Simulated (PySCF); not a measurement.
MSe for M along the fifth-period p block

PBE with triple-zeta basis sets in PySCF, for the lowest determinant that a PBE0 search found; no spin–orbit coupling. De refers to high-spin ground-configuration atoms. A positive dipole means M(−)Se(+).

```
 M         basis  state (unpaired electrons)  Re (Å)  ωe (cm⁻¹)  De (eV)  μ (D)
Sn    def2-TZVPP      singlet (closed shell)   2.356        318     4.93  -2.91
Sb    def2-TZVPP               doublet (π ↑)   2.363        320     3.58  -1.80
Te  x2c-TZVPPall              triplet (π ↑↑)   2.385        308     3.76  -0.90
 I    def2-TZVPP               doublet (π ↑)   2.466        267     2.60  -0.73
```

The shortest bond is that of SnSe (2.356 Å), the longest that of SeI (2.466 Å). SnSe is bound most strongly (4.93 eV) and SeI least (2.60 eV).

The rows differ in basis set, which adds steps of its own.

The state changes along the series, so neighbouring rows are not always alike in their bonding.

These are scalar-relativistic numbers at best; spin–orbit coupling would shift them, the dissociation energy most. States were picked by a PBE0 search and need not be the measured ground states.
